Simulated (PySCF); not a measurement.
A structure optimised at PBE-D3(BJ)/def2-TZVP, used in a PySCF frequency run:

```
C
O 1 1.2916
H 2 0.9841 1 115.77
N 1 1.3034 2 126.79 3 0.00
H 4 1.0212 1 119.54 2 180.00
H 4 1.0223 5 116.80 1 180.00
H 1 1.0944 2 114.09 3 180.00
```
Charge +1, spin multiplicity 1.

Question: Write its SMILES, formula and point group.

Answer: NC=[OH+], CH4NO, Cs

Question: What are its rotational constants (standard atomic weights)?

Answer: 62.641, 10.649, 9.1014 GHz
